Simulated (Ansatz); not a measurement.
```xyz
8

N    -0.2653   -2.0790    1.9557
C    -0.2444   -1.1719    1.2474
Si   -0.2232    0.2759    0.1353
Cl   -1.4005    1.7317    0.8493
C    -0.7922   -0.2603   -1.5145
N    -1.1596   -0.5906   -2.5542
C     1.5008    0.8583   -0.0144
N     2.5843    1.2360   -0.1047
```

Charge 0, multiplicity 1.

Task: List the r2SCAN/def2-TZVPP orbital energies in eV (Ansatz). (Best estimate.)

Result: The calculation gave: Occupied: -2755.26, -1795.26, -387.00, -387.00, -387.00, -275.05, -275.05, -275.05, -256.65, -195.20, -195.04, -195.04, -145.49, -100.38, -100.35, -100.35, -25.18, -25.09, -25.09, -23.55, -18.19, -14.73, -14.73, -12.79, -10.67, -10.67, -10.55, -10.48, -10.48, -10.23, -9.97, -9.96, -9.96, -9.82, -9.82. Lowest empty: -3.79, -3.15, -3.15, -1.79, -1.79, -0.41, -0.37, 1.58.
